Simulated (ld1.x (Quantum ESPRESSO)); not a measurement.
# aluminium: variants of one TM semilocal potential

Base potential:

```
Element                 : Al
Generator               : ld1.x (Quantum ESPRESSO) 7.5
Type                    : norm-conserving Troullier–Martins (semilocal form)
Functional              : PBE
Relativity              : scalar-relativistic
Frozen core             : [Ne]
Valence charge          : 3
Reference configuration : 3s2 3p0 (charge +1)
Partial waves           : 3s (bound): rc 1.65 bohr; 3d channel at -0.15 Ry: rc 2.45 bohr; 3p (bound, empty): rc 2.35 bohr
Local potential         : the p channel
Core correction         : a·sin(br)/r model core inside 1.15 bohr
```

All-electron outer shells of the reference configuration (PBE, scalar-relativistic, ld1.x):

| shell | level (eV) | outermost node (bohr) | outermost maximum (bohr) |
| --- | --- | --- | --- |
| 3s | -14.81 | 0.80 | 2.01 |
| 3p | -9.05 | 0.81 | 2.39 |

Cutoffs, loose and tight: the cutoffs (Ry, on a coarse ladder) from which the occupation-weighted sum of valence levels, in a spherical-Bessel basis at the reference potential, stays within 10 and 1 mRy of its value at 400 Ry. They do not see the model core or the augmentation charge, which bear on the density cutoff. Test errors are all-electron minus pseudo excitation energies from the reference, over the configurations 3s2 3p1; 3s1 3p0; 3s2 3p0.5; 3s1 3p2; 3s2 3p1.3; 3s1 3p1; 3s0 3p3. A dash means not determined; rows that change the core or the reference have their own tests.

In the semilocal form every listed channel keeps its own potential, so the choice of the local channel does not act on these tests. It acts once the file is put into the separable form.

A semilocal file is local in each channel, so a ghost entry of none says nothing of the separable form that plane-wave codes build from it.

| change | outcome | cutoff, loose | cutoff, tight | bound ghosts | largest test error (meV) |
| --- | --- | --- | --- | --- | --- |
| base | generated | 10 Ry | 30 Ry | none | -13 |
| wave 3d channel at -0.15 Ry: rc 2.45 bohr becomes 3d channel at -0.15 Ry: rc 2.32 bohr | generated | 10 Ry | 30 Ry | none | -13 |
| type ultrasoft, which also changes the form from semilocal to separable; waves now 3s (bound): rcut 1.45, rcutus 1.65 bohr; 3s channel at 0.15 Ry: rcut 1.45, rcutus 1.65 bohr; 3p (bound): rcut 2.05, rcutus 2.35 bohr; 3p channel at 1.85 Ry: rcut 2.05, rcutus 2.35 bohr; 3d channel at -0.15 Ry: rcut 2.15, rcutus 2.45 bohr; 3d channel at 1.55 Ry: rcut 2.15, rcutus 2.45 bohr; local potential all-electron potential smoothed inside 2.30 bohr (lloc = -1); augmentation built from norm-conserving waves at rcut, not smoothed further | generated | 10 Ry | 15 Ry | none | test run stopped at test 1 of 7 (negative rho) |
| all radii but the core radius scaled by about 1.06 (s 1.76, p 2.50, d 2.60 bohr) | generated | 10 Ry | 30 Ry | none | -11 |
| wave 3s (bound): rc 1.65 bohr becomes 3s (bound): rc 1.76 bohr | generated | 10 Ry | 30 Ry | none | -12 |
| wave 3p (bound): rc 2.35 bohr becomes 3p (bound): rc 3.44 bohr | generated | 10 Ry | 30 Ry | none | +4.6 |
| wave 3d channel at -0.15 Ry: rc 2.45 bohr becomes 3d channel at 1.22 Ry: rc 2.45 bohr | generated | 10 Ry | 30 Ry | none | -13 |
| core correction a·sin(br)/r model core inside 1.88 bohr | generated | 10 Ry | 30 Ry | none | +7.3 |
| wave 3d channel at -0.15 Ry: rc 2.45 bohr becomes 3d channel at 2.67 Ry: rc 2.45 bohr | generated | 10 Ry | 30 Ry | none | -13 |
| reference 3s1.5 3p0 | generated | 10 Ry | 30 Ry | none | +11 |
| form changed from semilocal to separable (Kleinman–Bylander), still TM | generated | 10 Ry | 30 Ry | none | -13 |
| local potential the s channel | generated | 10 Ry | 30 Ry | none | -13 |

Q: What comes out with this change to the base: reference 3s2 3p1?

A: outcome: generated; cutoff, loose: 10 Ry; cutoff, tight: 30 Ry; bound ghosts: none; largest test error (meV): +14.
